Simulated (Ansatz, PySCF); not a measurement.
Gas-phase reaction in SMILES: F[SiH2][SiH3] + [SiH4] (SiH4) → F[SiH3] [fluorosilane] + [SiH3][SiH3]
Structures are relaxed separately at B3LYP-D3(BJ)/def2-TZVP in Ansatz (a quantum-chemistry and plane-wave program). Frequencies are from Ansatz or PySCF.

Property: bond separation energy (0 K, with B3LYP-D3(BJ) harmonic zero-point energies), in kcal/mol. Cores are frozen in the correlated levels unless marked. Spin-orbit coupling is left out. Non-relativistic. Basis-set limits of correlation are two-point, X^-3; Hartree-Fock from the larger set. [CCSD(T)-MP2]/basis is that difference in the basis named.

```json
[
 {"level": "LC-wPBE/def2-TZVPD", "program": "Ansatz", "bond separation energy (kcal/mol)": "-1.4"}
]
```

Task: What does RI-MP2/CBS(cc-pV(T+d)Z,cc-pV(Q+d)Z)+[CCSD(T)-MP2]/cc-pV(T+d)Z (Ansatz) give?

Result: -1.6 kcal/mol
